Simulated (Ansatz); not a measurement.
Consider the redistribution: `C#C[SiH](Cl)Cl` + `C=[C](Cl)[AlH][F]` → `C#C[Si](Cl)(Cl)Cl` + `C=[CH][AlH][F]`.

Calculated with Ansatz (gas phase, PBE0-D4/def2-TZVP geometries, no zero-point term in ΔE). CCSD(T)/CBS is the MP2 limit (def2-TZVPP, def2-QZVPP) plus CCSD(T) − MP2 in def2-TZVPP, frozen cores. Each species was taken in one conformer, which may not be the lowest.

```tsv
species	CCSD(T)/CBS(def2) energy (Eh)
`C#C[SiH](Cl)Cl`	-1285.99086
`C=[C](Cl)[AlH][F]`	-879.54815
`C#C[Si](Cl)(Cl)Cl`	-1745.22500
`C=[CH][AlH][F]`	-420.36993
```

Task: Work out ΔE.

Result: ΔE = (-1745.22500) + (-420.36993) − (-1285.99086) − (-879.54815) = -0.05592 Eh = -146.8 kJ/mol.

Largest T1 diagnostic among the species: 0.012.

At CCSD(T), def2-SVP lies +4.5 kJ/mol from the extrapolated value and def2-TZVPP +1.9 kJ/mol. From PBE to PBE0 (25 % exact exchange), in def2-TZVPP and without D4, ΔE moves by −6.9 kJ/mol. The D4 term adds −3.9 kJ/mol with B3LYP and −2.1 kJ/mol with PBE0; it sums over pairs of atoms, weighted by their polarisabilities, and B3LYP, whose exchange is more repulsive, gets the larger term.

B3LYP here is the variant with VWN-RPA as its local correlation; programs differ in this.
